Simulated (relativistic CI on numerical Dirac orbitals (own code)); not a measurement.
**Radial parameters of Al XII**

Computed by Dirac-Coulomb-Breit CI, separate exchange-only KLI orbitals for each configuration, QED by a radiative potential, unscaled Slater integrals (own radial code, finite nucleus).

Slater integrals F^k, G^k are unscaled and averaged over j, outside the closed core (none); ζ comes from projecting the Hamiltonian with its Breit term on Σ l·s of the shell.

- 1s2s: G^0(1s,2s) = 56653 cm⁻¹; <r>(1s) = 0.1157, <r^2>(1s) = 0.01791, <r>(2s) = 0.4837, <r^2>(2s) = 0.2729 (bohr units).
- 1s2p: G^1(1s,2p) = 125950, ζ(2p) = 5248.7 cm⁻¹; <r>(1s) = 0.1157, <r^2>(1s) = 0.01792, <r>(2p) = 0.4105, <r^2>(2p) = 0.2028 (bohr units).
- 1s3s: G^0(1s,3s) = 14926 cm⁻¹; <r>(1s) = 0.1154, <r^2>(1s) = 0.01779, <r>(3s) = 1.099, <r^2>(3s) = 1.374 (bohr units).

Averages of the first 10 configurations, taken without configuration mixing, which lowers the lowest level and can move excited configurations by several eV; other configurations of the list can lie among them:

```
Configuration  Parity  States  Average energy above the lowest level (eV)
          1s²    even       1                                         0.0
         1s2s    even       4                                      1577.3
         1s2p     odd      12                                      1589.9
         1s3s    even       4                                      1861.9
         1s3p     odd      12                                      1865.5
         1s3d    even      20                                      1866.8
         1s4s    even       4                                      1960.1
         1s4p     odd      12                                      1961.6
         1s4d    even      20                                      1962.1
         1s4f     odd      28                                      1962.2
```
